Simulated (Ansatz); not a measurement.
Geometry optimisation, DFT PBE, scalar-relativistic, plane waves, PAW (Ansatz).

The input (input.yaml):

```yaml
crystal:
  lattice:
    - [0.0, 5.43, 5.43]
    - [5.43, 0.0, 5.43]
    - [5.43, 5.43, 0.0]
  atoms:
    - { symbol: Si, position: [0.0, 0.0, 0.0] }
    - { symbol: Si, position: [0.125, 0.125, 0.125] }
    - { symbol: Si, position: [0.0, 0.0, 0.5] }
    - { symbol: Si, position: [0.125, 0.125, 0.625] }
    - { symbol: Si, position: [0.0, 0.5, 0.0] }
    - { symbol: Si, position: [0.125, 0.625, 0.125] }
    - { symbol: Si, position: [0.0, 0.5, 0.5] }
    - { symbol: Si, position: [0.125, 0.625, 0.625] }
    - { symbol: Si, position: [0.5, 0.0, 0.0] }
    - { symbol: Si, position: [0.625, 0.125, 0.125] }
    - { symbol: Si, position: [0.5, 0.0, 0.5] }
    - { symbol: Si, position: [0.625, 0.125, 0.625] }
    - { symbol: Si, position: [0.5, 0.5, 0.0] }
    - { symbol: Si, position: [0.625, 0.625, 0.125] }
    - { symbol: Si, position: [0.5, 0.5, 0.5] }
    - { symbol: Si, position: [0.625, 0.625, 0.625] }
    - { symbol: Cu, position: [0.0643841, 0.8153418, 0.3128627] }
total_charge: 1
basis:
  ecutwfc: 420.0
kpoints:
  mp_grid: { grid: [2, 2, 2] }
hamiltonian:
  xc: pbe
  pseudopotentials: { kind: paw, azcp: { folder: soft_1 } }
scf:
  occupations: { method: gaussian, width: 0.05 }
  lower_state_search: "off"
relax:
  f_tol: 0.03
  max_steps: 60
  adjacent_minimum: "off"
```

Command:

```bash
$ ansatz run input.yaml --threads 1 --pin off --max-ram 3072MiB --backend cpu --events-out ev --progress --plain --runs-dir out
```

Problem. Where does it end, and by what steps?

Solution. It converged. The force dipped under the threshold on the way, but the program's further checks kept it going. Limits of this set-up: coarse k mesh, charged cell in a uniform background, uncorrected. After 19 steps the energy has fallen by 0.661 eV; Cu17 moved furthest, 0.61 Å. Joined: Si14–Cu17.

```csv
step,energy less start (eV),largest force component (eV/Å),accepted
0,0.0000,1.906,yes
1,-0.4761,0.792,yes
2,-0.6044,0.083,yes
3,-0.6083,0.038,yes
4,-0.6087,0.018,yes
5,-0.6087,0.008,yes
6,-0.6089,0.022,yes
7,-0.6093,0.036,yes
8,-0.6104,0.059,yes
9,-0.6139,0.102,yes
10,-0.6241,0.159,yes
11,-0.6368,0.156,yes
12,-0.6568,0.057,yes
13,-0.6592,0.043,yes
14,-0.6599,0.018,yes
15,-0.6601,0.018,yes
16,-0.6606,0.036,yes
17,-0.6576,0.111,no
18,-0.6610,0.027,yes
19,-0.6610,0.019,yes
```

```xyz
17
Lattice="0.0000 5.4300 5.4300 5.4300 0.0000 5.4300 5.4300 5.4300 0.0000" Properties=species:S:1:pos:R:3
Si -0.036 -0.057 0.036
Si 1.406 1.282 1.410
Si 2.764 2.754 0.001
Si 3.995 4.114 1.443
Si 2.897 -0.098 2.530
Si 4.020 1.278 4.025
Si 5.432 2.750 2.670
Si 6.902 4.155 3.964
Si 0.052 2.651 2.747
Si 1.334 4.063 4.100
Si 2.658 5.476 2.774
Si 4.072 6.780 4.102
Si 2.687 2.651 5.380
Si 4.210 3.913 6.655
Si 5.502 5.425 5.360
Si 6.763 6.780 6.790
Cu 5.770 2.430 5.090
```

Time of the run: 99 s on 1 thread of Arm Neoverse V2 (shared host), peak memory 0.56 GiB.
